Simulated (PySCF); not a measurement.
## Shapes and spin states of IrH6

Computed with PySCF, PBE0, basis Ir def2-TZVP with ECP60, H def2-TZVP (scalar-relativistic core potentials, no spin–orbit coupling, density fitting).

Relaxations began from a few typed shapes and spin states; open shells are unrestricted. The search is not exhaustive: other isomers or separated fragments can lie lower, and high-lying points may rest on an excited occupation.

(1) Order these stationary points by electronic energy, lowest first, in kJ/mol from the lowest minimum.
A. doublet C2v: H–H 0.841 Å (×2), Ir–H 1.594 Å (×2), Ir–H 1.792 Å (×4); H–H–Ir 76.4° (×4), H–Ir–H 27.1° (×2), H–Ir–H 84.5°, H–Ir–H 90.2° (×2), H–Ir–H 90.9° (×4)
B. quartet D3h: Ir–H 1.627 Å (×6); H–Ir–H 59.8° (×3), H–Ir–H 97.3° (×6), H–Ir–H 128.6° (×6)
C. quartet C3v: Ir–H 1.596 Å (×3), Ir–H 1.632 Å (×3); H–Ir–H 66.8° (×3), H–Ir–H 70.3° (×3), H–Ir–H 110.5° (×3), H–Ir–H 123.5° (×6)
D. doublet C2v: H–H 0.861 Å (×2), Ir–H 1.599 Å (×2), Ir–H 1.759 Å (×2), Ir–H 1.791 Å (×2); H–H–Ir 73.9° (×2), H–H–Ir 78.0° (×2), H–Ir–H 28.1° (×2), H–Ir–H 73.4°, H–Ir–H 75.2° (×2)
E. quartet Cs: H–H 0.888 Å (×2), Ir–H 1.627 Å, Ir–H 1.637 Å, Ir–H 1.754 Å (×2), Ir–H 1.768 Å (×2); H–H–Ir 74.5° (×2), H–H–Ir 76.3° (×2), H–Ir–H 29.2° (×2), H–Ir–H 84.0°, H–Ir–H 89.3° (×2)
F. quartet C2v: H–H 0.858 Å (×2), Ir–H 1.625 Å (×2), Ir–H 1.803 Å (×4); H–H–Ir 76.2° (×4), H–Ir–H 27.5° (×2), H–Ir–H 97.1° (×4), H–Ir–H 98.2° (×2), H–Ir–H 104.8° (×2)

(2) Which of them are minima?

Results:

(1) D (0.0), A (14.3), E (203.3), F (208.3), C (211.3), B (282.8).

(2) By energy in kJ/mol, 0.0: minimum; 14.3: saddle point, 2 imaginary modes; 203.3: minimum; 208.3: saddle point, 1 imaginary mode; 211.3: minimum; 282.8: saddle point, 3 imaginary modes.

For the lowest minimum: with open d or f shells other occupations or spin states may lie lower. With an element this heavy the missing spin–orbit coupling can shift these numbers.
